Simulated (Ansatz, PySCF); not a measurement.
Stretching the B1–H2 bond in BCl2H (SMILES ClBCl) (multiplicity 1 held, fragments rigid). Energies count from the point at 1.182 Å.
Geometry at that point (charge 0, multiplicity 1):
```xyz
4

B     -0.49962    -0.31561    -0.37757
H     -1.34146    -0.84741    -1.01377
Cl    -0.35825     1.42025    -0.41873
Cl     0.58411    -1.27757     0.58942
```

R- and RO- levels are restricted; in cc, def2 and unpolarised 6-31G sets they are followed outwards from rest. Unrestricted levels (U-) break spin symmetry where that is lower. Active spaces are followed from a long bond inwards. Curves can end on different states.

Frozen-core correlation. Rows in 6-31G* carry no dispersion term and start afresh at each structure (6-31G* with six Cartesian d functions).

Run with Ansatz (Gaussian basis) for Hartree–Fock, density functionals and correlated methods; PySCF for 6-31G* rows. Each number belongs to the level named beside it.

```
level                                    energy at R = 3.781 Å (kJ/mol)
---------------------------------------  ------------------------------
R-HF/6-31G*                                                       793.0
U-HF/6-31G*                                                       373.6
U-HF/cc-pV(T+d)Z                                                  370.1
U-B3LYP/cc-pV(T+d)Z                                               452.0
R-SCS-MP2/cc-pV(T+d)Z                                        (withheld)
U-CCSD/cc-pV(T+d)Z                                                456.0
SC-NEVPT2 on CASSCF(2,2)/cc-pV(T+d)Z                              440.6
FIC-MRCISD on CASSCF(2,2)/cc-pV(T+d)Z                             447.9
FIC-MRCISD+Q on CASSCF(2,2)/cc-pV(T+d)Z                           454.6
```

Problem. Complete the blanks.

Solution. 
- R-SCS-MP2/cc-pV(T+d)Z, energy at R = 3.781 Å (kJ/mol): 570.5

Doubts at one or more of the structures used: a restricted determinant that unrestricted orbitals would lower (R-HF/6-31G*, R-SCS-MP2/cc-pV(T+d)Z); a spin-contaminated determinant (U-HF/6-31G*, U-HF/cc-pV(T+d)Z, U-B3LYP/cc-pV(T+d)Z, U-CCSD/cc-pV(T+d)Z).

Ansatz is a quantum-chemistry and plane-wave program.
